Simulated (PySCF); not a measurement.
Job file and geometry (Å, from GFN2-xTB) of an NMR shielding run on SMILES N#CCC[SiH](N)N, C$_{3}$H$_{9}$N$_{3}$Si, GIAO PBE0/pcSseg-1 NMR shielding, non-relativistic, gas phase in PySCF 2.14.0, density-fitted response routines; density fitting, a coarse starting grid and PySCF grid level 2 are the driver's defaults:

```
$ OMP_NUM_THREADS=1 python probes_run.py task.json out

{"job": {"kind": "nmr", "xc": "PBE0", "basis": "pcSseg-1"}, "charge": 0, "multiplicity": 1}
N      3.289534     0.607540    -0.846490
C      2.542229     0.093219    -0.149622
C      1.601116    -0.522268     0.745676
C      0.313990     0.301748     0.835714
Si    -0.682992     0.228284    -0.782275
N     -1.104560    -1.431150    -1.005523
N     -2.059839     1.238877    -0.498171
H      2.081266    -0.610362     1.726687
H      1.376178    -1.525593     0.375228
H     -0.282612    -0.082533     1.663258
H      0.567425     1.331948     1.086213
H      0.141418     0.557012    -1.947860
H     -1.637201    -1.889764    -0.282824
H     -1.452001    -1.717185    -1.905723
H     -1.917915     2.166656    -0.132991
H     -2.783634     1.262515    -1.198413
```

Question: Write the output of this run.

Answer: 
```
coarse grid: 13648 points
cycle   1  E = -572.8931054997  dE =  7.436e-01  |g| = 6.880e-01  |ddm| = 3.586e+00
cycle   2  E = -572.7388389128  dE =  1.543e-01  |g| = 1.098e+00  |ddm| = 1.426e+00
cycle   3  E = -572.9873931115  dE = -2.486e-01  |g| = 2.412e-01  |ddm| = 9.336e-01
cycle   4  E = -572.9993805670  dE = -1.199e-02  |g| = 5.657e-02  |ddm| = 1.825e-01
cycle   5  E = -573.0000381210  dE = -6.576e-04  |g| = 1.309e-02  |ddm| = 5.619e-02
cycle   6  E = -573.0000774992  dE = -3.938e-05  |g| = 3.173e-03  |ddm| = 1.368e-02
cycle   7  E = -573.0000797158  dE = -2.217e-06  |g| = 8.766e-04  |ddm| = 3.094e-03
final grid: 126880 points
cycle   8  E = -573.0330438195  dE = -2.750e-05  |g| = 8.790e-03  |ddm| = 2.388e-02
cycle   9  E = -573.0330348492  dE =  8.970e-06  |g| = 1.101e-02  |ddm| = 1.528e-02
cycle  10  E = -573.0330611907  dE = -2.634e-05  |g| = 8.182e-04  |ddm| = 8.426e-03
cycle  11  E = -573.0330613026  dE = -1.119e-07  |g| = 4.187e-04  |ddm| = 8.973e-04
cycle  12  E = -573.0330613339  dE = -3.125e-08  |g| = 1.556e-04  |ddm| = 3.264e-04
cycle  13  E = -573.0330613391  dE = -5.186e-09  |g| = 3.471e-05  |ddm| = 1.215e-04
cycle  14  E = -573.0330613393  dE = -2.674e-10  |g| = 8.887e-06  |ddm| = 3.657e-05
converged SCF energy = -573.0330613393

GIAO shielding tensors (ppm)
atom      isotropic    diamagn.    paramagn.     s11        s22        s33       span
  0 N      -30.580     340.257    -370.837   -199.061   -188.412    295.733    494.794
  1 C       61.261     260.464    -199.203    -59.494    -50.387    293.664    353.158
  2 C      175.382     249.143     -73.762    165.281    175.292    185.571     20.290
  3 C      172.624     255.464     -82.839    164.088    167.500    186.284     22.196
  4 Si     370.696     880.865    -510.169    335.077    378.840    398.170     63.093
  5 N      244.485     318.015     -73.530    220.089    238.702    274.663     54.574
  6 N      238.363     317.859     -79.496    205.756    247.712    261.621     55.865
  7 H       29.263      27.257       2.006     23.601     27.690     36.497     12.895
  8 H       29.096      29.731      -0.635     24.560     28.677     34.050      9.490
  9 H       31.050      33.549      -2.500     26.603     29.435     37.111     10.508
 10 H       30.951      33.435      -2.484     26.303     30.398     36.152      9.849
 11 H       26.386      31.604      -5.218     23.150     25.063     30.946      7.795
 12 H       31.432      32.049      -0.617     24.820     27.099     42.377     17.558
 13 H       30.915      30.463       0.452     24.293     26.087     42.364     18.071
 14 H       31.291      31.886      -0.595     23.919     27.917     42.037     18.118
 15 H       31.314      29.930       1.384     24.276     27.143     42.524     18.248
```

Question: Turn these shieldings into chemical shifts. Scale: 15N (267.73 ppm) vs NH3; 13C (186.93 ppm), 29Si (349.16 ppm), 1H (31.72 ppm) against TMS (reference shieldings calculated alike).

Answer: Averaging equivalent atoms: N 0: 298.3; N 5/6: 26.3; C 1: 125.7; C 3: 14.3; C 2: 11.5; Si 4: -21.5; H 11: 5.33; H 7/8: 2.54; H 9/10: 0.72; H 12/13/14/15: 0.48 ppm. Experimental scales use liquid or dissolved standards, which lie at an offset from isolated NH3 (liquid NH3: subtract about 20 ppm). Unscaled 15N shifts of sp2 nitrogen come out 20 to 40 ppm too high even then.

Size and cost of the density-fitted run: 171 basis functions, 44 s wall time on 1 thread of an Arm Neoverse N1, shared host; peak memory 0.76 GiB.
